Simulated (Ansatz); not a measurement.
C4H5 (SMILES [CH]=CC=C), doublet, geometry from GFN2-xTB. Base run: SVWN5/6-31G* in Ansatz (a program for electronic structure).

Geometry (Å):
```xyz
9

C     -1.4501    -1.0717    -0.6316
C     -0.2592    -0.5681    -0.5044
C      0.1318     0.4753     0.4503
C      1.3658     0.9516     0.5348
H     -2.4159    -0.9614    -0.1954
H      0.5515    -0.9167    -1.1367
H     -0.6543     0.8436     1.0948
H      2.1590     0.5938    -0.1012
H      1.6295     1.7181     1.2440
```
Charge 0, spin multiplicity 2.
Orbitals are unrestricted.
All else is at Ansatz's defaults.
Base energy -153.82295 Eh.

Variants of this job, named by their change:

```csv
change,ΔE vs base (mEh)
base,0.000
"point_charge = charge:1.0 position_ang:-5.5299, 0.6423, 1.1336",1.394
lower_state_search = off,0.000
"point_charge = charge:-1.0 position_ang:-5.0105, 2.4571, -1.1422",-2.179
fitting.mean_field = def2-universal-JKFIT,-0.058
"final_grid = 10, 20, 41",0.000
"final_grid = 4, 8, 17",0.009
nuclear_model = gaussian,0.013
fitting.mean_field = cc-pVTZ-JKFIT,-0.046
lower_state_search = light,0.000
"final_grid = 6, 12, 29",0.000
```
